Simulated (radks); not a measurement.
Task: The mean radii <r> (bohr) of the occupied orbitals of an atom or ion are listed with their occupations. Method: scalar-relativistic Kohn-Sham, BLYP, spin-polarised, spherical densities, finite nucleus; Fermi nuclear charge, rms radius of each element as measured or else 0.836 A^(1/3) + 0.57 fm; computed with a radial shooting solver on a logarithmic mesh with Libxc functionals.

orbital  occ.      <r>
1s up       1  0.04700
1s down     1  0.04700
2s up       1   0.2101
2s down     1   0.2101
2p up       3   0.1837
2p down     3   0.1837
3s up       1   0.6244
3s down     1   0.6241
3p up       3   0.6474
3p down     3   0.6466
3d up       5   0.7395
3d down     5   0.7306
4s up       1    2.072
4p up       3    2.709

Name the element and its charge. Open shells, if any, are filled with parallel spins first.

Result: Z = 32, germanium, charge 0: Ge in [Ar] 3d10 4s1 4p3. The 1s radius gives Z: for a bare nucleus <r> = (2 gamma + 1)/(2Z) with gamma = sqrt(1 - (Z/c)^2), 0.04601 bohr for Z = 32, and screening makes it slightly larger (0.04700 here). The occupations add up to 32, and the charge is Z minus that.
